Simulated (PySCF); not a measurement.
Simulation results for AlH3N

Computed with PySCF 2.14.0. Calculation on a computer-drawn molecule: vertical ionisation energy to the stated ion spin, frozen-core CCSD(T) at the basis limit and cheaper methods, single-reference cases, UHF for radicals, no spin-orbit; all values are single points at the evaluated structure, the first of each entry, which is the reference or a displaced copy of it and isn't optimised; the reference structure only sets the zero of the energies above reference; triples share is (T) over the correlation energy.

Common to all runs: charge 1; multiplicity 1; ion multiplicity 2; diffuse functions no; basis cc-pV(n+d)Z; reference is the Hartree-Fock double-zeta minimum; best is HF at quadruple zeta + MP2 correlation extrapolated from triple and quadruple zeta + CCSD(T) minus MP2 at triple zeta; basis step is the size of the change from the same recipe one zeta lower.

```json
{"entry": 1, "formula": "AlH3N", "evaluated_structure": {"atoms_angstrom": [["N", 0.0201, 2.9135, 0.9223], ["Al", 0.7418, 2.4844, -0.782], ["H", -0.83, 3.518, 1.0909], ["H", 0.2442, 2.6045, 1.8384], ["H", 1.4087, 2.0398, -2.1008]]}, "reference_structure": {"atoms_angstrom": [["N", -0.0312, 2.9083, 0.9518], ["Al", 0.66, 2.4755, -0.5486], ["H", -0.812, 3.5337, 1.0761], ["H", 0.2771, 2.5788, 1.8533], ["H", 1.2822, 2.0862, -1.8995]]}, "given": {"drawn_bonds_atom": [1, 1, 1, 2], "drawn_bonds_other_atom": [2, 3, 4, 5], "drawn_bonds_order": [1, 1, 1, 1]}, "results": {"ionisation_energy_best [eV]": 15.76, "ionisation_energy_basis_step [eV]": 0.03516, "energy_above_reference_best [kcal/mol]": 12.56, "energy_above_reference_basis_step [kcal/mol]": 0.7194, "triple_zeta_method": ["HF", "PBE", "r2SCAN", "B3LYP", "wB97X", "MP2", "CCSD", "CCSD(T)"], "triple_zeta_ionisation_energy [eV]": [13.96, 15.79, 15.57, 15.72, 15.62, 15.72, 15.46, 15.59], "triple_zeta_energy_above_reference [kcal/mol]": [15.72, 11.0, 12.88, 12.68, 13.82, 12.53, 12.99, 12.35], "ionisation_energy_Koopmans_at_triple_zeta [eV]": 16.38, "ionisation_energy_EOM_CCSD_at_triple_zeta [eV]": 15.62, "total_energy_HF_triple_zeta [hartree]": -297.8820, "total_energy_CCSD(T)_triple_zeta [hartree]": -298.1878, "total_energy_best [hartree]": -298.2261, "T1_diagnostic_at_triple_zeta": 0.01605, "D1_diagnostic_at_triple_zeta": 0.0435, "ion_T1_diagnostic_at_triple_zeta": 0.009679, "ion_D1_diagnostic_at_triple_zeta": 0.02153, "ion_spin_squared_at_triple_zeta": 0.7608, "triples_share_at_triple_zeta": 0.03553, "basis_functions_triple_zeta": 111}}
{"entry": 2, "formula": "AlH3N", "evaluated_structure": {"atoms_angstrom": [["N", -0.0396, 2.8919, 0.9931], ["Al", 0.614, 2.4407, -0.5325], ["H", -0.7645, 3.5086, 1.0642], ["H", 0.3211, 2.5333, 2.0143], ["H", 1.2807, 2.0213, -1.8627]]}, "reference_structure": {"atoms_angstrom": [["N", -0.0312, 2.9083, 0.9518], ["Al", 0.66, 2.4755, -0.5486], ["H", -0.812, 3.5337, 1.0761], ["H", 0.2771, 2.5788, 1.8533], ["H", 1.2822, 2.0862, -1.8995]]}, "given": {"drawn_bonds_atom": [1, 1, 1, 2], "drawn_bonds_other_atom": [2, 3, 4, 5], "drawn_bonds_order": [1, 1, 1, 1]}, "results": {"ionisation_energy_best [eV]": 16.57, "ionisation_energy_basis_step [eV]": 0.04179, "energy_above_reference_best [kcal/mol]": 8.914, "energy_above_reference_basis_step [kcal/mol]": 0.06847, "triple_zeta_method": ["HF", "PBE", "r2SCAN", "B3LYP", "wB97X", "MP2", "CCSD", "CCSD(T)"], "triple_zeta_ionisation_energy [eV]": [14.83, 16.58, 16.39, 16.53, 16.46, 16.54, 16.29, 16.41], "triple_zeta_energy_above_reference [kcal/mol]": [10.44, 8.096, 8.864, 8.751, 9.233, 9.025, 9.114, 8.879], "ionisation_energy_Koopmans_at_triple_zeta [eV]": 17.17, "ionisation_energy_EOM_CCSD_at_triple_zeta [eV]": 16.43, "total_energy_HF_triple_zeta [hartree]": -297.8905, "total_energy_CCSD(T)_triple_zeta [hartree]": -298.1933, "total_energy_best [hartree]": -298.2319, "T1_diagnostic_at_triple_zeta": 0.01272, "D1_diagnostic_at_triple_zeta": 0.0315, "ion_T1_diagnostic_at_triple_zeta": 0.009225, "ion_D1_diagnostic_at_triple_zeta": 0.02012, "ion_spin_squared_at_triple_zeta": 0.7597, "triples_share_at_triple_zeta": 0.03373, "basis_functions_triple_zeta": 111}}
{"entry": 3, "formula": "AlH3N", "evaluated_structure": {"atoms_angstrom": [["N", -0.0012, 2.886, 0.9608], ["Al", 0.6639, 2.453, -0.5178], ["H", -0.8156, 3.5289, 1.0721], ["H", 0.2748, 2.5774, 1.8579], ["H", 1.2908, 2.0819, -1.9033]]}, "reference_structure": {"atoms_angstrom": [["N", -0.0312, 2.9083, 0.9518], ["Al", 0.66, 2.4755, -0.5486], ["H", -0.812, 3.5337, 1.0761], ["H", 0.2771, 2.5788, 1.8533], ["H", 1.2822, 2.0862, -1.8995]]}, "given": {"drawn_bonds_atom": [1, 1, 1, 2], "drawn_bonds_other_atom": [2, 3, 4, 5], "drawn_bonds_order": [1, 1, 1, 1]}, "results": {"ionisation_energy_best [eV]": 16.85, "ionisation_energy_basis_step [eV]": 0.04475, "energy_above_reference_best [kcal/mol]": 1.36, "energy_above_reference_basis_step [kcal/mol]": 0.09081, "triple_zeta_method": ["HF", "PBE", "r2SCAN", "B3LYP", "wB97X", "MP2", "CCSD", "CCSD(T)"], "triple_zeta_ionisation_energy [eV]": [15.14, 16.85, 16.67, 16.81, 16.75, 16.81, 16.57, 16.69], "triple_zeta_energy_above_reference [kcal/mol]": [1.354, 1.237, 1.22, 1.297, 1.232, 1.465, 1.351, 1.377], "ionisation_energy_Koopmans_at_triple_zeta [eV]": 17.42, "ionisation_energy_EOM_CCSD_at_triple_zeta [eV]": 16.72, "total_energy_HF_triple_zeta [hartree]": -297.9049, "total_energy_CCSD(T)_triple_zeta [hartree]": -298.2052, "total_energy_best [hartree]": -298.2440, "T1_diagnostic_at_triple_zeta": 0.01173, "D1_diagnostic_at_triple_zeta": 0.02811, "ion_T1_diagnostic_at_triple_zeta": 0.00873, "ion_D1_diagnostic_at_triple_zeta": 0.02021, "ion_spin_squared_at_triple_zeta": 0.7584, "triples_share_at_triple_zeta": 0.03263, "basis_functions_triple_zeta": 111}}
{"entry": 4, "formula": "AlH3N", "evaluated_structure": {"atoms_angstrom": [["N", 0.0354, 2.7515, 0.9357], ["Al", 0.729, 2.5112, -0.4805], ["H", -0.695, 3.5164, 1.0407], ["H", 0.2769, 2.607, 1.8185], ["H", 1.29, 2.1081, -1.8027]]}, "reference_structure": {"atoms_angstrom": [["N", -0.0312, 2.9083, 0.9518], ["Al", 0.66, 2.4755, -0.5486], ["H", -0.812, 3.5337, 1.0761], ["H", 0.2771, 2.5788, 1.8533], ["H", 1.2822, 2.0862, -1.8995]]}, "given": {"drawn_bonds_atom": [1, 1, 1, 2], "drawn_bonds_other_atom": [2, 3, 4, 5], "drawn_bonds_order": [1, 1, 1, 1]}, "results": {"ionisation_energy_best [eV]": 17.39, "ionisation_energy_basis_step [eV]": 0.04527, "energy_above_reference_best [kcal/mol]": 14.15, "energy_above_reference_basis_step [kcal/mol]": 0.3005, "triple_zeta_method": ["HF", "PBE", "r2SCAN", "B3LYP", "wB97X", "MP2", "CCSD", "CCSD(T)"], "triple_zeta_ionisation_energy [eV]": [15.71, 17.35, 17.21, 17.35, 17.29, 17.35, 17.13, 17.23], "triple_zeta_energy_above_reference [kcal/mol]": [12.93, 14.95, 13.64, 13.84, 13.42, 14.31, 14.09, 14.38], "ionisation_energy_Koopmans_at_triple_zeta [eV]": 17.93, "ionisation_energy_EOM_CCSD_at_triple_zeta [eV]": 17.26, "total_energy_HF_triple_zeta [hartree]": -297.8865, "total_energy_CCSD(T)_triple_zeta [hartree]": -298.1845, "total_energy_best [hartree]": -298.2236, "T1_diagnostic_at_triple_zeta": 0.01061, "D1_diagnostic_at_triple_zeta": 0.02506, "ion_T1_diagnostic_at_triple_zeta": 0.008752, "ion_D1_diagnostic_at_triple_zeta": 0.0218, "ion_spin_squared_at_triple_zeta": 0.7575, "triples_share_at_triple_zeta": 0.03148, "basis_functions_triple_zeta": 111}}
{"entry": 5, "formula": "AlH3N", "evaluated_structure": {"atoms_angstrom": [["N", 0.0741, 2.9843, 1.0132], ["Al", 0.6604, 2.4505, -0.6043], ["H", -0.8124, 3.4672, 1.0977], ["H", 0.1627, 2.5437, 1.8181], ["H", 1.214, 2.0975, -1.9421]]}, "reference_structure": {"atoms_angstrom": [["N", -0.0312, 2.9083, 0.9518], ["Al", 0.66, 2.4755, -0.5486], ["H", -0.812, 3.5337, 1.0761], ["H", 0.2771, 2.5788, 1.8533], ["H", 1.2822, 2.0862, -1.8995]]}, "given": {"drawn_bonds_atom": [1, 1, 1, 2], "drawn_bonds_other_atom": [2, 3, 4, 5], "drawn_bonds_order": [1, 1, 1, 1]}, "results": {"ionisation_energy_best [eV]": 16.48, "ionisation_energy_basis_step [eV]": 0.03795, "energy_above_reference_best [kcal/mol]": 9.36, "energy_above_reference_basis_step [kcal/mol]": 0.2757, "triple_zeta_method": ["HF", "PBE", "r2SCAN", "B3LYP", "wB97X", "MP2", "CCSD", "CCSD(T)"], "triple_zeta_ionisation_energy [eV]": [14.72, 16.49, 16.3, 16.44, 16.36, 16.43, 16.19, 16.31], "triple_zeta_energy_above_reference [kcal/mol]": [9.663, 9.715, 9.666, 9.596, 10.05, 9.329, 9.517, 9.406], "ionisation_energy_Koopmans_at_triple_zeta [eV]": 17.03, "ionisation_energy_EOM_CCSD_at_triple_zeta [eV]": 16.35, "total_energy_HF_triple_zeta [hartree]": -297.8917, "total_energy_CCSD(T)_triple_zeta [hartree]": -298.1924, "total_energy_best [hartree]": -298.2312, "T1_diagnostic_at_triple_zeta": 0.01362, "D1_diagnostic_at_triple_zeta": 0.03576, "ion_T1_diagnostic_at_triple_zeta": 0.009165, "ion_D1_diagnostic_at_triple_zeta": 0.02209, "ion_spin_squared_at_triple_zeta": 0.7583, "triples_share_at_triple_zeta": 0.03331, "basis_functions_triple_zeta": 111}}
```
